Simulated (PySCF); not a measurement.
4,4,4-trifluorobutan-2-one, `C(C(F)(F)F)C(=O)C`. Computed geometry: GFN2-xTB, gas phase.

```
atom  x, y, z in Å
C1     1.5325    0.3729    0.4677
C2     0.8427   -0.7751   -0.2021
O3     1.3241   -1.8651   -0.3348
C4    -0.5574   -0.4782   -0.7622
C5    -1.4505    0.3279    0.1586
F6    -1.4578   -0.1369    1.4156
F7    -2.7238    0.3133   -0.2621
F8    -1.0974    1.6215    0.2351
H9     1.0600    0.5622    1.4311
H10    1.4524    1.2798   -0.1266
H11    2.5771    0.1247    0.6361
H12   -1.0568   -1.4258   -0.9775
H13   -0.4495    0.0792   -1.6964
```

Task: Give the dihedral angles O3–C2–C4–H13, C2–C4–C5–F7, C2–C4–C5–F8, H12–C4–C5–F6, C1–C2–C4–C5.

Result: O3–C2–C4–H13 -102° (anticlinal); C2–C4–C5–F7 -167° (antiperiplanar); C2–C4–C5–F8 73° (synclinal); H12–C4–C5–F6 74° (synclinal); C1–C2–C4–C5 -44° (synclinal). Dihedral signs follow IUPAC: positive where, seen along the central bond, the front bond turns clockwise onto the rear one.

Task: Which two atoms are farthest apart?

Result: F7···H11, 5.38 Å; the next longest distance is 4.60 Å.

Task: Where is the centre of mass (commonest isotopes), and what is the radius of gyration?

Result: Mass 126.029 u; centre at (-0.564, -0.013, 0.129) Å; Rg = √(Σ m r²/M) = 1.891 Å. As Ia + Ib + Ic = 2 Σ m r², the three principal moments sum to 901.4 u·Å².

Task: What is the repulsion energy of the bare nuclei, Σ ZA·ZB/RAB?

Result: 413.03 Eh over 78 pairs, with full nuclear charges and distances in bohr; the largest single term is 21.32 Eh (C5 with F6, or a pair equal to it).

Task: How far are the heavy atoms from their best plane (unweighted least squares)?

Result: 0.556 Å rms; C1 0.02, C2 0.11, O3 0.16, C4 0.61, C5 0.01, F6 1.33, F7 0.27, F8 0.48 Å (magnitudes).

Task: What are the angles H9–C1–H11, C1–C2–C4, F6–C5–F8, F6–C5–F7?

Result: From the scalar product of the two bond vectors; for H9–C1–H11 it is -0.3783 Å² over 1.0896 × 1.0868 Å², cos θ = -0.3195. H9–C1–H11 108.6°; C1–C2–C4 115.8°; F6–C5–F8 106.4°; F6–C5–F7 106.6°.

Task: Write the matrix of distances between heavy atoms (Å, lower triangle).

Result: 
```
C1    0.000
C2    1.497  0.000
O3    2.387  1.199  0.000
C4    2.570  1.537  2.376  0.000
C5    2.999  2.570  3.571  1.515  0.000
F6    3.178  2.884  3.713  2.381  1.340  0.000
F7    4.319  3.729  4.597  2.360  1.341  2.149  0.000
F8    2.921  3.114  4.283  2.386  1.343  2.148  2.146  0.000
```

Whether it is a minimum is left open (no frequencies). The numbers are those of one conformer.
